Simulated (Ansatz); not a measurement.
Several settings on one geometry of CoO3F3H6⁻ (relaxed from a model of mer-[CoF3(H2O)3]-, whose bonding it doesn't keep) (that of the charge -1 quartet, r2SCAN-D4/def2-SVPD). Ansatz on 4 threads of Intel Xeon Platinum 8488C on a shared host; times are rough.

```csv
atom,x (Å),y (Å),z (Å)
Co1,0.408,0.072,-0.059
F2,-0.557,0.638,1.492
F3,-0.474,-0.664,-1.574
F4,2.313,0.000,-0.020
O5,-2.803,-0.117,-0.062
H6,-2.208,0.167,0.656
H7,-2.172,-0.386,-0.755
O8,0.747,2.303,-0.044
H9,1.664,2.045,0.150
H10,0.252,2.155,0.790
O11,0.800,-2.234,0.140
H12,1.686,-1.850,0.005
H13,0.345,-2.129,-0.719
```

Totals from different functionals, basis sets or treatments of relativity can't be compared as stabilities.

HSE06 is defined as in plane-wave codes, on full-range PBE exchange. Correlated methods freeze 11 core orbitals; core or outer-core shells of Co are correlated, in sets that lack core-valence functions.

The spins typed aren't always the lowest for that charge.

(1) Give the basis size and estimate the energy, ⟨S²⟩ and time of these runs.

```
run                    method  charge    state                                                                                                further keys
  1  UKS PBE-QIDH/aug-cc-pVDZ      -1  quartet             pseudopotentials: {relativity: none}; scf: {omitted_lower_state_checks: [starts]}; forces asked
  2   RKS r2SCAN50/def2-mTZVP       0  singlet                                                                                                           –
  3        RKS HSE06/def2-SVP       0  singlet  final_grid: {core_spheres: 5, valence_spheres: 4, degree: 11}; scf: {omitted_lower_state_checks: [starts]}
```

Results:

(1) 
```json
{"run": "1", "functions": "251", "energy (Eh)": "-1910.8910", "⟨S²⟩": "3.76", "wall time": "1.7 min"}
{"run": "2", "functions": "180", "energy (Eh)": "-1911.2452", "⟨S²⟩": "–", "wall time": "23 s"}
{"run": "3", "functions": "145", "energy (Eh)": "-1910.1683", "⟨S²⟩": "–", "wall time": "6 s"}
```

This restricted singlet of an open-shell metal wasn't tested against broken symmetry or higher spin.
